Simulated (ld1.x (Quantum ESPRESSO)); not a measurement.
## silver: one change to a TM potential, before and after

Ag, norm-conserving Troullier–Martins (Kleinman–Bylander form), made with ld1.x (Quantum ESPRESSO) 7.5 (LDA (PZ), scalar-relativistic). Core [Kr], reference 4d10 5s1 5p0. Waves: 5s (bound): rc 2.00 bohr; 5p (bound, empty): rc 2.55 bohr; 4d (bound): rc 1.30 bohr. Local part: all-electron potential smoothed inside 1.60 bohr (lloc = -2). Core correction: Bessel-smoothed model core inside 0.60 bohr.

Change: core correction Bessel-smoothed model core inside 0.80 bohr.

Cutoffs: the cutoffs (Ry, on a coarse ladder) from which the occupation-weighted sum of valence levels, in a spherical-Bessel basis at the reference potential, stays within 10 and 1 mRy of its value at 400 Ry; they do not see the model core or the augmentation charge, which bear on the density cutoff. Errors are all-electron minus pseudo energies relative to the spin-unpolarised reference configuration.

Problem. Predict the effect on cutoff, ghosts and configuration errors.

Solution. The potential gets neither clearly harder nor softer (80 Ry and 110 Ry → 80 Ry and 110 Ry); both files keep a bound ghost (s); the errors of the 9 common tests hardly move. A wider model core is smoother and lowers the density cutoff, which this test does not measure.

```csv
quantity,base,changed
"cutoff, loose",80 Ry,80 Ry
"cutoff, tight",110 Ry,110 Ry
bound ghosts,s,s
"error for 4d10 5s0 5p0, meV [ΔE 8.10 eV]",-12,-12
"error for 4d9 5s0 5p0, meV [ΔE 30.49 eV]",-45,-45
"error for 4d8 5s0 5p0, meV [ΔE 66.92 eV]",-296,-296
"error for 4d9 5s2 5p0, meV [ΔE 3.96 eV]",+108,+109
"error for 4d10 5s0 5p1, meV [ΔE 4.02 eV]",-2.6,-2.6
"error for 4d9 5s1 5p1, meV [ΔE 8.57 eV]",+132,+133
"error for 4d7 5s0 5p0, meV [ΔE 118.85 eV]",-939,-939
"error for 4d10 5s1 5p0 (spin-polarised), meV [ΔE -0.15 eV]",+0.4,+0.4
"error for 4d9 5s0 5p0 (spin-polarised), meV [ΔE 30.32 eV]",-41,-39
s: phases at 2.73 bohr within 0.05 rad from the reference energy up to (Ry; the scan ends near 5),-0.1,-0.1
p: phases at 2.73 bohr within 0.05 rad from the reference energy up to (Ry; the scan ends near 5),0.7,0.7
d: phases at 2.73 bohr within 0.05 rad from the reference energy up to (Ry; the scan ends near 5),1.8,1.8
```

Base: These tests converged, but a pseudo level misses the all-electron one widely, so the file describes the atom poorly there or has found another state: 4d9 5s0 5p0: empty 5s by 2.5 eV (a node warning on the way); 4d8 5s0 5p0: empty 5s by 8.9 eV. Changed file: These tests converged, but a pseudo level misses the all-electron one widely, so the file describes the atom poorly there or has found another state: 4d9 5s0 5p0: empty 5s by 2.5 eV (a node warning on the way); 4d8 5s0 5p0: empty 5s by 8.9 eV. A true bound ghost makes a file unfit for plane-wave use even where its test errors are small: the radial tests pick states by their node count and pass the ghost by.
